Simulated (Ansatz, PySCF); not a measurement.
Molecule: AlBr, charge 0, multiplicity 1. SMILES: [Al][Br]
Coordinates optimised at B3LYP-D3(BJ)/def2-TZVP (Ansatz, a first-principles code):
```
Al
Br 1 2.3363
```

Property: atomisation energy (electronic, to ground-state atoms), in eV. Cores are frozen in the correlated levels unless marked. Open shells are spin-unrestricted. Spin-orbit coupling is left out. The frozen core is the preceding noble-gas configuration, with the filled d and f shells of earlier blocks. No relativistic terms. The coupled-cluster limit lacks core correlation, which all-electron functionals hold. Basis-set limits of correlation are two-point, X^-3; Hartree-Fock from the larger set.

| level | program | atomisation energy (eV) |
|---|---|---|
| PBE/def2-TZVPD | Ansatz | 4.69 |
| BP86-D3(BJ)/def2-TZVPD | PySCF + dftd3 | 4.76 |
| BP86-D4/def2-TZVPD | PySCF + dftd4 | 4.73 |
| TPSS/def2-TZVPD | PySCF | 4.63 |
| PBE0-D4/def2-TZVPD | Ansatz + dftd4 | 4.65 |
| TPSSh-D4/def2-TZVPD | PySCF + dftd4 | 4.66 |
| r2SCAN0-D4/def2-TZVPD | Ansatz + dftd4 | [?] |
| MN15-D3(BJ)/def2-TZVPD | PySCF + dftd3 | 4.76 |
| HSE06-D4/def2-TZVPD | Ansatz + dftd4 | 4.65 |
| CAM-B3LYP-D4/def2-TZVPD | Ansatz + dftd4 | [?] |
| wB97X-V/def2-TZVPD | Ansatz | 4.64 |
| B2GP-PLYP-D3(BJ)/def2-TZVPD | Ansatz + dftd3 | 4.68 |
| B2GP-PLYP/def2-TZVPD | Ansatz | 4.58 |
| B2PLYP/def2-TZVPD | Ansatz | 4.57 |
| CCSD/STO-3G | Ansatz | 6.45 |
| CCSD/def2-SVPD | Ansatz | [?] |
| CCSD/def2-TZVPPD | Ansatz | 4.41 |
| CCSD(T)/CBS(def2-TZVPPD,def2-QZVPPD) | Ansatz | [?] |

Question: Fill in the missing entries.

Answer: 
- r2SCAN0-D4/def2-TZVPD, atomisation energy (eV): 4.59
- CAM-B3LYP-D4/def2-TZVPD, atomisation energy (eV): 4.56
- CCSD/def2-SVPD, atomisation energy (eV): 4.31
- CCSD(T)/CBS(def2-TZVPPD,def2-QZVPPD), atomisation energy (eV): 4.70
